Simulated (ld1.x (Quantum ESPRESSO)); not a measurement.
**Yb, ultrasoft: configuration errors across variants**

ld1.x (Quantum ESPRESSO) 7.5 input, shortened:

```
&input
   title='Yb', zed=70., rel=2, dft='BLYP', iswitch=3,
   config='[Xe] 4f14 5d0.5 6s1.5 6p0', rel_dist='average'
 /
 &inputp
   pseudotype=3, tm=.true., lloc=-1, rcloc=1.55,
   nlcc=.false.,
   which_augfun='PSQ', rmatch_augfun=1.00
 /
8
5S  1  0   2.00   0.00  1.55  1.75  0.0
6S  2  0   1.50   0.00  1.55  1.75  0.0
5P  2  1   6.00   0.00  2.00  2.15  0.0
6P  3  1   0.00   0.00  2.00  2.15  0.0
5D  3  2   0.50   0.00  2.85  3.95  0.0
5D  3  2   0.00   3.00  2.85  3.95  0.0
4F  4  3  14.00   0.00  0.95  1.15  0.0
4F  4  3   0.00   4.35  0.95  1.15  0.0
 &test
   configts(1)='4f14 5s2 5p6 5d0.5 6s1.5 6p0'
 /
```

Open shells are filled in proportion to 2j + 1 (rel_dist='average').

All-electron excitation energies from the reference (eV): (1) 4f14 5s2 5p6 5d0 6s2 6p0 -1.627; (2) 4f14 5s2 5p6 5d0 6s1 6p0 4.882; (3) 4f14 5s2 5p6 5d0 6s0 6p0 17.284.

The overlap operator is not positive definite (basis up to 400 Ry) in “base”, “waves 4f (bound): rcut 0.70, rcutus 0.74 bohr; 4f channel at 4.35 Ry: rcut 0.70, rcutus 0.74 bohr”, “waves 4f (bound): rcut 0.82, rcutus 0.86 bohr; 4f channel at 4.35 Ry: rcut 0.82, rcutus 0.86 bohr”, “waves 4f (bound): rcut 0.90, rcutus 0.96 bohr; 4f channel at 4.35 Ry: rcut 0.90, rcutus 0.96 bohr”, “waves 4f (bound): rcut 0.95, rcutus 1.14 bohr; 4f channel at 4.35 Ry: rcut 0.95, rcutus 1.14 bohr”, “waves 4f (bound): rcut 0.95, rcutus 1.24 bohr; 4f channel at 4.35 Ry: rcut 0.95, rcutus 1.24 bohr”, “waves 4f (bound): rcut 0.95, rcutus 1.32 bohr; 4f channel at 4.35 Ry: rcut 0.95, rcutus 1.32 bohr”, “waves 4f (bound): rcut 0.95, rcutus 1.48 bohr; 4f channel at 4.35 Ry: rcut 0.95, rcutus 1.48 bohr”, “waves 4f (bound): rcut 0.95, rcutus 1.64 bohr; 4f channel at 4.35 Ry: rcut 0.95, rcutus 1.64 bohr”. Such files are unfit for use, however small their errors in these radial tests.

Errors AE − PS in meV (a dash: test not solved or not reliable):

| change | (1) | (2) | (3) | bound ghosts |
| --- | --- | --- | --- | --- |
| base | -0.4 | +0.2 | +1.6 | not determined (overlap not positive) |
| waves 4f (bound): rcut 0.70, rcutus 0.74 bohr; 4f channel at 4.35 Ry: rcut 0.70, rcutus 0.74 bohr | -0.5 | +0.1 | +1.1 | not determined (overlap not positive) |
| waves 4f (bound): rcut 0.82, rcutus 0.86 bohr; 4f channel at 4.35 Ry: rcut 0.82, rcutus 0.86 bohr | -0.4 | +0.2 | +1.4 | not determined (overlap not positive) |
| waves 4f (bound): rcut 0.90, rcutus 0.96 bohr; 4f channel at 4.35 Ry: rcut 0.90, rcutus 0.96 bohr | -0.4 | +0.3 | +1.6 | not determined (overlap not positive) |
| waves 4f (bound): rcut 0.95, rcutus 1.14 bohr; 4f channel at 4.35 Ry: rcut 0.95, rcutus 1.14 bohr | -0.4 | +0.3 | +1.6 | not determined (overlap not positive) |
| waves 4f (bound): rcut 0.95, rcutus 1.24 bohr; 4f channel at 4.35 Ry: rcut 0.95, rcutus 1.24 bohr | -0.4 | +0.2 | +1.4 | not determined (overlap not positive) |
| waves 4f (bound): rcut 0.95, rcutus 1.32 bohr; 4f channel at 4.35 Ry: rcut 0.95, rcutus 1.32 bohr | -0.4 | +0.2 | +1.3 | not determined (overlap not positive) |
| waves 4f (bound): rcut 0.95, rcutus 1.48 bohr; 4f channel at 4.35 Ry: rcut 0.95, rcutus 1.48 bohr | -0.5 | +0.2 | +1.1 | not determined (overlap not positive) |
| waves 4f (bound): rcut 0.95, rcutus 1.64 bohr; 4f channel at 4.35 Ry: rcut 0.95, rcutus 1.64 bohr | -0.5 | 0.0 | +0.4 | not determined (overlap not positive) |

Question: Give the same row for: waves 4f (bound): rcut 0.95, rcutus 1.74 bohr; 4f channel at 4.35 Ry: rcut 0.95, rcutus 1.74 bohr.

Answer: -0.5, +0.1, +0.8; bound ghosts: not determined (overlap not positive). Not counted: 4f13 5s2 5p6 5d0 6s2 6p0 (solver errors, printed error -6407 eV); 4f13 5s2 5p6 5d0 6s0 6p0 (solver errors, printed error -6017 eV). Its overlap operator is not positive definite in a basis up to 400 Ry (lowest eigenvalue p1/2 -0.18, p3/2 -0.04), so the file is unfit for use: the generalised eigenproblem breaks down once the basis is large enough, and its test numbers describe a broken file.
